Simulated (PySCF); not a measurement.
Cl2GeH4Si, SMILES [GeH3][SiH](Cl)Cl.

Geometry optimised at ωB97X-D3(BJ)/def2-SVP. This is a generated structure with no PubChem entry under its InChIKey; it may be hypothetical.

Two levels are set side by side: TDDFT-PBE/def2-SVPD (PySCF) and TDDFT-LC-ωPBE/def2-SVPD (PySCF). Vertical, same geometry. The lowest singlet is HOMO→LUMO 97 % with PBE and HOMO→LUMO 88 % with the other functional; states are paired by order. Differences are taken from unrounded values.

```json
[
 {"quantity": "lowest singlet excitation (eV)", "TDDFT-LC-ωPBE": "6.97"},
 {"quantity": "lowest triplet excitation (TDA) (eV)", "TDDFT-LC-ωPBE": "6.21"},
 {"quantity": "first bright state (f over 0.05) (eV)", "TDDFT-LC-ωPBE": "8.07"},
 {"quantity": "its oscillator strength", "TDDFT-LC-ωPBE": "0.32"}
]
```

Task: What does TDDFT-PBE give, and how far is it from TDDFT-LC-ωPBE? (Estimate from the structure and the level; the computed values follow.)

Result: 
| quantity | TDDFT-PBE | TDDFT-PBE minus TDDFT-LC-ωPBE |
|---|---|---|
| lowest singlet excitation (eV) | 5.89 | -1.08 |
| lowest triplet excitation (TDA) (eV) | 5.45 | -0.76 |
| first bright state (f over 0.05) (eV) | 6.62 | -1.45 |
| its oscillator strength | 0.14 | -0.18 |

Functionals without exact exchange tend to place singlet excitations lower, as here. Differences between two approximate levels are no errors against the true value.

Rough cost on one machine, each run with all the roots and properties that it gave: TDDFT-LC-ωPBE against TDDFT-PBE about 7 times.
